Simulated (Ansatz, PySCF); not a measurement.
Species: C₂H₂Cl, charge 0, doublet. C2H2Cl (SMILES C(=[C]/[H])/Cl, doublet).
B3LYP-D3(BJ)/def2-TZVP minimum from Ansatz (a quantum-chemistry and plane-wave program):
```xyz
5

C      1.7016    -0.2584     0.0228
C      0.6654     0.5164     0.0131
Cl    -0.9934    -0.1090    -0.0151
H      1.9960    -1.2918     0.0201
H      0.6906     1.5972     0.0208
```
Charge 0, spin multiplicity 2.

Atomisation energy term by term, kcal/mol (programs: Ansatz). Open shells are spin-unrestricted; no spin-orbit coupling. Cores are frozen in correlated methods. Rows without X2C or -DK are non-relativistic. CBS(X,Y): correlation extrapolated as X^-3, Hartree-Fock from the larger set. A bracket is a step between two methods taken in the basis named. '+ core + X2C': CCSD(T) terms for core correlation (cc-pwCVTZ, 1s frozen past Ne) and scalar relativity (cc-pVTZ-DK). Where a partner has so few electrons that a lower coupled-cluster level is exact, that level stands in. The UHF reference of C2H2Cl ([H]/[C]=C\Cl, doublet) is spin-contaminated (<S^2> up to 0.20 over the pure value in the sets run).

| term | basis | kcal/mol |
|---|---|---|
| Hartree-Fock | cc-pV(Q+d)Z | 306.80 |
| CCSD correlation | CBS(cc-pV(T+d)Z,cc-pV(Q+d)Z) | 105.71 |
| (T) | CBS(cc-pV(T+d)Z,cc-pV(Q+d)Z) | 9.80 |
| CCSDT(Q) - CCSD(T) | cc-pV(D+d)Z | 0.96 |
| core correlation | cc-pwCVTZ | 2.23 |
| scalar relativity | X2C, cc-pVTZ-DK | -0.48 |
| minus zero-point energy | Hessian by PySCF at B3LYP-D3(BJ)/def2-TZVP | -18.05 |
| sum: D0 |  | 407.0 |
